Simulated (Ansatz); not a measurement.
Basis-set extrapolation for H7OPSSi2, SMILES `O[SiH](S)P[SiH3]` (PBE0-D4/def2-TZVP geometry, frozen core, Ansatz 0.2.0). Multiplicity 1, RHF reference.

|  | def2-TZVPP | def2-QZVPP |
| --- | --- | --- |
| HF | -1395.249951 | -1395.292716 |
| MP2 correlation | -0.826772 | -0.894499 |
| CCSD(T) correlation | -0.931862 | not run |

Energies in hartree. Use E(X) = E(∞) + A·exp(−7.88·√X) for Hartree–Fock and E(X) = E(∞) + B·X^(−2.97) for correlation, with X = 3 and 4, and add CCSD(T) minus MP2 of the smaller set to the MP2 limit.

Task: What is the CCSD(T) energy at the basis-set limit?

Result: HF limit: -1395.292716 + (-0.042765) × 0.13774 = -1395.29861. MP2 limit: -0.894499 + (-0.067727) × 0.74074 = -0.94467. Higher-order term: -0.931862 − (-0.826772) = -0.10509. Total: -1396.34837 hartree, 4.53 eV below CCSD(T)/def2-TZVPP.
